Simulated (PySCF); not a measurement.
Excitation energy of Be by level of theory

Be [He] 2s2 (1S) → Be [He] 2p2 (3P), as a difference of total energies. Calculation: PySCF 2.14, in def2-TZVPPD; the non-relativistic Hamiltonian (point nucleus). Correlated levels: valence: 1s2 frozen; valence and next inner shell: nothing frozen. The calculations carry no spin-orbit coupling.

```
                                method  excitation energy (eV)
                                   UHF                   6.463
                                   LDA                   6.002
                                   PBE                   5.960
                                  PBE0                   6.244
                                r2SCAN                   6.078
                                PBEsol                   5.950
                                revPBE                   5.996
                               LC-wPBE                   6.635
                                  BLYP                   6.116
                         MP2 (valence)                   7.049
                     SCS-MP2 (valence)                   7.277
    MP2 (valence and next inner shell)                   7.052
SCS-MP2 (valence and next inner shell)                   7.286
```

Q: How much does correlation contribute at MP2 (valence and next inner shell)?

A: 7.052 − (6.463) = 0.589 eV, measured against UHF.

Errors of the correlated levels include the incompleteness of this basis and the frozen core.

For comparison: 7.401 eV (measured; NIST levels, between the centres of gravity of the two terms).
